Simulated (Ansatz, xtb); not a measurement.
**Isomers of CH4FGeNSi in order of energy**

4 gas-phase structures of CH4FGeNSi, from a drawn sample of its isomers (lower ones may exist). Each was relaxed with GFN2-xTB:

A. `N#C[Si@@H](F)[GeH3]`, a singlet
B. `N#[C][GeH2][SiH2]F`, a singlet
C. `N#C[SiH2][GeH2][F]`, a singlet
D. `N#[C][Ge@@H]([F])[SiH3]`, a singlet

Task: Estimate their order in r2SCAN-D4/def2-SVP energy at these geometries, lowest first.

Result: Calculated order at r2SCAN-D4/def2-SVP: A (0.0), B (5.7), C (15.9), D (18.0) kcal/mol.

Energies above the lowest of each column, in kcal/mol; the last columns are at PBE0-D3(BJ)/def2-SVP geometries:

| structure | GFN2-xTB | HF/STO-3G | r2SCAN-D4/def2-SVP | PBE0-D3(BJ)/def2-SVP | CCSD(T)/def2-SVP + ΔMP2/def2-TZVPP |
| --- | --- | --- | --- | --- | --- |
| A | 6.8 | 0.0 | 0.0 | 0.0 | 0.0 |
| B | 0.0 | 3.8 | 5.7 | 4.7 | 3.3 |
| C | 12.1 | 16.4 | 15.9 | 14.7 | 17.4 |
| D | 8.5 | 15.6 | 18.0 | 17.5 | 19.4 |

CCSD(T)/def2-SVP + ΔMP2/def2-TZVPP puts A lowest; GFN2-xTB picks B. Flexible structures stand in one conformer each, not always the lowest. A keeps a small imaginary mode. The ΔMP2 step shifts differences by up to 3.6 kcal/mol, which makes them less sure. ΔMP2 is the change of the MP2 energy from the smaller to the larger basis.

Over these structures GFN2-xTB departs from r2SCAN-D4/def2-SVP by 4.9 kcal/mol on average once a common shift is removed. A GFN2-xTB relaxation took about 0.14 s and the r2SCAN-D4/def2-SVP energy about 2.5 s on a shared host (Ansatz 0.2.0, xtb 6.7.1).
